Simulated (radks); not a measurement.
The numbers below are computed, except where a source is named.
Excited configurations of the rhodium ion Rh3+: one electron is placed in a higher orbital outside [Kr] 4d5. The ground configuration is [Kr] 4d6. Code: a radial shooting solver on a logarithmic mesh with Libxc functionals. Model: scalar-relativistic Kohn-Sham, r2SCAN, spin-polarised, spherical densities, finite nucleus; open shells are filled with parallel spins first (spin-orbit coupling, left out, can overturn this in heavy ions); meta-GGA in the generalised Kohn-Sham scheme; Fermi nuclear charge, rms radius 4.4945 fm. Excitation = E - E(ground); binding = E(ion) - E, where the ion is the core of charge +4; n* = 4/sqrt(2 binding) in atomic units, and the quantum defect is n - n*.

| outer orbital | excitation (eV) | binding (eV) | n* | quantum defect | eigenvalue (eV) | <r> (bohr) |
|---|---|---|---|---|---|---|
| 5s | 7.022 | 36.697 | 2.436 | 2.564 | -32.809 | 2.356 |
| 5p | 14.986 | 28.733 | 2.753 | 2.247 | -25.338 | 2.742 |
| 5d | 24.933 | 18.785 | 3.404 | 1.596 | -16.302 | 3.738 |
| 5f | 33.496 | 10.223 | 4.615 | 0.385 | -8.742 | 6.353 |
| 6s | 25.548 | 18.171 | 3.461 | 2.539 | -16.358 | 4.636 |
| 6p | 28.408 | 15.311 | 3.771 | 2.229 | -13.724 | 5.253 |
| 6d | 32.530 | 11.189 | 4.411 | 1.589 | -9.901 | 6.713 |
| 6f | 36.622 | 7.097 | 5.538 | 0.462 | -6.219 | 10.02 |
| 7s | 32.770 | 10.948 | 4.459 | 2.541 | -9.893 | 7.605 |
| 7p | 34.133 | 9.586 | 4.766 | 2.234 | -8.630 | 8.467 |
| 7d | 36.255 | 7.463 | 5.401 | 1.599 | -6.666 | 10.40 |
| 7f | 38.550 | 5.169 | 6.490 | 0.510 | -4.589 | 14.45 |

The Delta-SCF ionisation energy is 43.719 eV (NIST Atomic Spectra Database: 42 eV, theoretical). Self-interaction in the functional shifts the binding energies and quantum defects, so they are the method's values and not measured ones. Open shells are spherical and high-spin; term and fine-structure splittings are not resolved.
